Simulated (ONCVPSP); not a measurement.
## Transferability test, ONCV potential for F (Z = 9)

F (Z = 9), optimised norm-conserving Vanderbilt (ONCV), made with ONCVPSP 4.0.1 (LDA (Perdew-Wang 92), scalar-relativistic). Core [He], reference 2s2 2p5. Waves: 2s: rc 0.80 bohr, ncon 4, nbas 8, qcut 7 1/bohr, local; 2p: rc 1.35 bohr, ncon 4, nbas 8, qcut 11.9 1/bohr, 2 projectors, debl 1.4 Ha; d scattering state at 0.23 Ha: rc 1.45 bohr, ncon 4, nbas 7, qcut 7.5 1/bohr, 2 projectors, debl 0.4 Ha. Local part: the s channel. Core correction: polynomial model core, fcfact 0.55.

Energies are relative to the spin-unpolarised reference configuration 2s2 2p5; without spin polarisation the order of configurations can differ from experiment.

```tsv
valence configuration	charge	ΔE all-electron (eV)	error AE − PS (meV)
2s2 2p3	+2	58.076	+171
2s2 2p2	+3	118.816	+656
```

**Question.** What are ΔE and the potential's error for 2s2 2p4.5?

**Answer.** ΔE = 7.631 eV all-electron; the error (AE − PS) is +3.1 meV.

**Question.** What are ΔE and the potential's error for 2s2 2p4?

**Answer.** ΔE = 19.558 eV all-electron; the error (AE − PS) is +21 meV.

Levels in the configuration 2s2 2p4.5:

| level | all-electron (eV) | pseudo (eV) |
| --- | --- | --- |
| 2s | -37.928 | -37.937 |
| 2p | -19.401 | -19.382 |
